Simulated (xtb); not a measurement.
xtb input for CH₅GaS, SMILES [S](C)[GaH2], GFN2-xTB. 

```
$ xtb mol.xyz --gfn 2 --sp --chrg 0 --uhf 0 --json
$ cat mol.xyz
8

Ga     0.03306693     0.15019580     1.00482844
H     -0.82784519     0.66647285     2.21203767
H      1.51049176    -0.34488204     1.28672207
S     -0.65956941     0.05806144    -1.10129982
C      0.88559621    -0.61345480    -1.84228662
H      1.24938498     0.10478290    -2.57080223
H      0.64117605    -1.54932266    -2.33532045
H      1.64125091    -0.78137522    -1.06780213
```

It prints:

```
[banner left out]
          |                Calculation Setup                |
           -------------------------------------------------



           -------------------------------------------------
          |                 G F N 2 - x T B                 |
           -------------------------------------------------

        Reference                      10.1021/acs.jctc.8b01176
      * Hamiltonian:
        H0-scaling (s, p, d)           1.850000    2.230000    2.230000
        zeta-weighting                 0.500000
      * Dispersion:
        s8                             2.700000
        a1                             0.520000
        a2                             5.000000
        s9                             5.000000
      * Repulsion:
        kExp                           1.500000    1.000000
        rExp                           1.000000
      * Coulomb:
        alpha                          2.000000
        third order                    shell-resolved
        anisotropic                    true
        a3                             3.000000
        a5                             4.000000
        cn-shift                       1.200000
        cn-exp                         4.000000
        max-rad                        5.000000


          ...................................................
          :                      SETUP                      :
          :.................................................:
          :  # basis functions                  29          :
          :  # atomic orbitals                  27          :
          :  # shells                           13          :
          :  # electrons                        18          :
          :  max. iterations                   250          :
          :  Hamiltonian                  GFN2-xTB          :
          :  restarted?                      false          :
          :  GBSA solvation                  false          :
          :  PC potential                    false          :
          :  electronic temp.          300.0000000     K    :
          :  accuracy                    1.0000000          :
          :  -> integral cutoff          0.2500000E+02      :
          :  -> integral neglect         0.1000000E-07      :
          :  -> SCF convergence          0.1000000E-05 Eh   :
          :  -> wf. convergence          0.1000000E-03 e    :
          :  Broyden damping             0.4000000          :
          :  net charge                          0          :
          :  unpaired electrons                  0          :
          ...................................................

 iter      E             dE          RMSdq      gap      omega  full diag
   1     -9.1400089 -0.914001E+01  0.153E+01    4.22       0.0  T
   2     -9.1947035 -0.546946E-01  0.839E+00    4.03       1.0  T
   3     -9.1934222  0.128135E-02  0.276E+00    3.95       1.0  T
   4     -9.1979452 -0.452303E-02  0.718E-01    4.01       1.0  T
   5     -9.1981393 -0.194056E-03  0.381E-01    3.99       1.0  T
   6     -9.1981581 -0.188217E-04  0.195E-01    4.00       1.0  T
   7     -9.1981650 -0.694087E-05  0.200E-02    4.01       1.8  T
   8     -9.1981650 -0.109895E-07  0.668E-03    4.01       5.3  T
   9     -9.1981651 -0.229938E-07  0.202E-03    4.01      17.5  T
  10     -9.1981651 -0.396961E-09  0.122E-03    4.01      29.1  T
  11     -9.1981651 -0.214304E-08  0.187E-04    4.01     189.4  T
  12     -9.1981651 -0.422062E-11  0.883E-05    4.01     400.4  T

   *** convergence criteria satisfied after 12 iterations ***

         #    Occupation            Energy/Eh            Energy/eV
      -------------------------------------------------------------
         1        2.0000           -0.7146988             -19.4479
       ...           ...                  ...                  ...
         3        2.0000           -0.5728972             -15.5893
         4        2.0000           -0.5103829             -13.8882
         5        2.0000           -0.5079562             -13.8222
         6        2.0000           -0.4835768             -13.1588
         7        2.0000           -0.4344941             -11.8232
         8        2.0000           -0.4144776             -11.2785
         9        2.0000           -0.3859810             -10.5031 (HOMO)
        10                         -0.2387412              -6.4965 (LUMO)
        11                         -0.2055261              -5.5926
        12                         -0.1960813              -5.3356
        13                         -0.1205761              -3.2810
        14                         -0.0632850              -1.7221
       ...                                ...                  ...
        27                          1.2705321              34.5729
      -------------------------------------------------------------
                  HL-Gap            0.1472397 Eh            4.0066 eV
             Fermi-level           -0.3123611 Eh           -8.4998 eV

 SCC (total)                   0 d,  0 h,  0 min,  0.005 sec
 SCC setup                      ...        0 min,  0.000 sec (  1.501%)
 Dispersion                     ...        0 min,  0.000 sec (  0.727%)
 classical contributions        ...        0 min,  0.000 sec (  0.338%)
 integral evaluation            ...        0 min,  0.001 sec ( 14.371%)
 iterations                     ...        0 min,  0.003 sec ( 54.406%)
 molecular gradient             ...        0 min,  0.001 sec ( 25.918%)
 printout                       ...        0 min,  0.000 sec (  2.538%)

         :::::::::::::::::::::::::::::::::::::::::::::::::::::
         ::                     SUMMARY                     ::
         :::::::::::::::::::::::::::::::::::::::::::::::::::::
         :: total energy              -9.128883152422 Eh    ::
         :: gradient norm              0.000364541366 Eh/a0 ::
         :: HOMO-LUMO gap              4.006597441877 eV    ::
         ::.................................................::
         :: SCC energy                -9.198164265532 Eh    ::
         :: -> isotropic ES            0.016523803179 Eh    ::
         :: -> anisotropic ES          0.000561328302 Eh    ::
         :: -> anisotropic XC          0.005129293774 Eh    ::
         :: -> dispersion             -0.004268991093 Eh    ::
         :: repulsion energy           0.069281113111 Eh    ::
         :: add. restraining           0.000000000000 Eh    ::
         :: total charge              -0.000000000000 e     ::
         :::::::::::::::::::::::::::::::::::::::::::::::::::::

           -------------------------------------------------
          |                Property Printout                |
           -------------------------------------------------

    * Orbital Energies and Occupations

         #    Occupation            Energy/Eh            Energy/eV
      -------------------------------------------------------------
         1        2.0000           -0.7146988             -19.4479
         2        2.0000           -0.6152000             -16.7404
         3        2.0000           -0.5728972             -15.5893
         4        2.0000           -0.5103829             -13.8882
         5        2.0000           -0.5079562             -13.8222
         6        2.0000           -0.4835768             -13.1588
         7        2.0000           -0.4344941             -11.8232
         8        2.0000           -0.4144776             -11.2785
         9        2.0000           -0.3859810             -10.5031 (HOMO)
        10                         -0.2387412              -6.4965 (LUMO)
        11                         -0.2055261              -5.5926
        12                         -0.1960813              -5.3356
Note: The following floating-point exceptions are signalling: IEEE_UNDERFLOW_FLAG IEEE_DENORMAL
normal termination of xtb
        13                         -0.1205761              -3.2810
        14                         -0.0632850              -1.7221
        15                         -0.0280254              -0.7626
        16                         -0.0137697              -0.3747
        17                          0.0007463               0.0203
        18                          0.0129053               0.3512
        19                          0.0395562               1.0764
        20                          0.0809737               2.2034
       ...                                ...                  ...
        27                          1.2705321              34.5729
      -------------------------------------------------------------
                  HL-Gap            0.1472397 Eh            4.0066 eV
             Fermi-level           -0.3123611 Eh           -8.4998 eV

     #   Z          covCN         q      C6AA      α(0)
     1  31 Ga       2.666     0.189   213.925    32.800
     2   1 H        0.900    -0.061     4.369     3.270
     3   1 H        0.895    -0.092     5.304     3.604
     4  16 S        1.831    -0.216   150.236    20.630
     5   6 C        3.747    -0.048    21.498     6.613
     6   1 H        0.925     0.073     2.053     2.241
     7   1 H        0.925     0.073     2.049     2.238
     8   1 H        0.924     0.080     1.977     2.199

 Mol. C6AA /au·bohr⁶  :       1580.803992
 Mol. C8AA /au·bohr⁸  :      85744.613079
 Mol. α(0) /au        :         73.595624


Wiberg/Mayer (AO) data.
largest (>0.10) Wiberg bond orders for each atom

 ---------------------------------------------------------------------------
     #   Z sym  total        # sym  WBO       # sym  WBO       # sym  WBO
 ---------------------------------------------------------------------------
     1  31 Ga   2.806 --     4 S    1.119     2 H    0.772     3 H    0.765
     2   1 H    0.996 --     1 Ga   0.772     4 S    0.114     3 H    0.107
     3   1 H    0.992 --     1 Ga   0.765     4 S    0.112     2 H    0.107
     4  16 S    2.335 --     1 Ga   1.119     5 C    0.971     2 H    0.114
                             3 H    0.112
     5   6 C    3.974 --     7 H    0.982     6 H    0.982     4 S    0.971
                             8 H    0.939
     6   1 H    0.995 --     5 C    0.982
     7   1 H    0.995 --     5 C    0.982
     8   1 H    0.994 --     5 C    0.939
 ---------------------------------------------------------------------------

Topologies differ in total number of bonds
Writing topology from bond orders to xtbtopo.mol

molecular dipole:
                 x           y           z       tot (Debye)
 q only:        0.542      -0.250      -0.343
   full:        0.718      -0.256       0.006       1.938
molecular quadrupole (traceless):
                xx          xy          yy          xz          yz          zz
 q only:       -0.912      -0.266       0.137      -3.348       1.353       0.775
  q+dip:       -1.377      -0.032       0.934      -4.713       1.657       0.443
   full:       -1.906       1.157       3.098      -4.835       0.974      -1.192


           -------------------------------------------------
          | TOTAL ENERGY               -9.128883152422 Eh   |
          | GRADIENT NORM               0.000364541366 Eh/α |
          | HOMO-LUMO GAP               4.006597441877 eV   |
           -------------------------------------------------

------------------------------------------------------------------------
------------------------------------------------------------------------
 total:
 SCF:
```

Self-consistency was reached.

Cost: about 0.03 core-seconds (a rough figure).
